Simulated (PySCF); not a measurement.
Computed shifts of a molecule C3H7BFN, PBE/pcSseg-1 (PySCF), GIAO, gas phase, equivalent atoms averaged, in ppm (number of nuclei): ¹³C: 143.1 (1), 140.5 (1), 31.4 (1). ¹⁹F: -163.6 (1). ¹⁵N: 104.0 (1). ¹H: 6.67 (1), 6.41 (1), 6.17 (1), 3.16 (3), 3.04 (1). References: ¹³C against TMS (σ = 182.0 ppm); ¹¹B against BF3 (σ = 83.9 ppm); ¹⁹F against CFCl3 (σ = 133.6 ppm); ¹⁵N against NH3 (σ = 267.0 ppm); ¹H against TMS (σ = 31.49 ppm), references at their B3LYP-D3(BJ)/def2-TZVP geometries, non-relativistic. Coordinates come from a ωB97X-D3(BJ)/def2-SVP optimisation. Other conformers were not sampled.

Which structure fits?
A) C=CCB(N)F
B) NB1CC(F)C1
C) CB(N)/C=C\F
D) C=CB(F)NC

D, C=CB(F)NC
